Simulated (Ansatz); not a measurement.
Ansatz (a first-principles code) input:

Ansatz 0.2 input:
```yaml
crystal:
  periodic: [false, false, false]
  atoms:
    - {symbol: O, position_ang: [0.00000000, 0.00000000, 0.00000000]}
    - {symbol: B, position_ang: [-1.16475675, -0.65077146, 0.00373208]}
    - {symbol: H, position_ang: [-1.67657657, -0.90969153, -1.04264628]}
    - {symbol: H, position_ang: [-1.64842851, -0.94805122, 1.05330018]}
    - {symbol: B, position_ang: [1.16475675, 0.65077146, -0.00373208]}
    - {symbol: H, position_ang: [1.15140749, 1.84376938, 0.01828126]}
    - {symbol: H, position_ang: [2.17359758, 0.01397338, -0.02893516]}
basis:
  gaussian:
    orbitals: def2-TZVP
hamiltonian:
  xc: {name: PBE0}
relax: {f_tol: 0.003, max_steps: 100}
```

Question: Which total energy does the run end on?

Answer: -127.26284 Eh (PBE0/def2-TZVP). The basis has 117 functions.
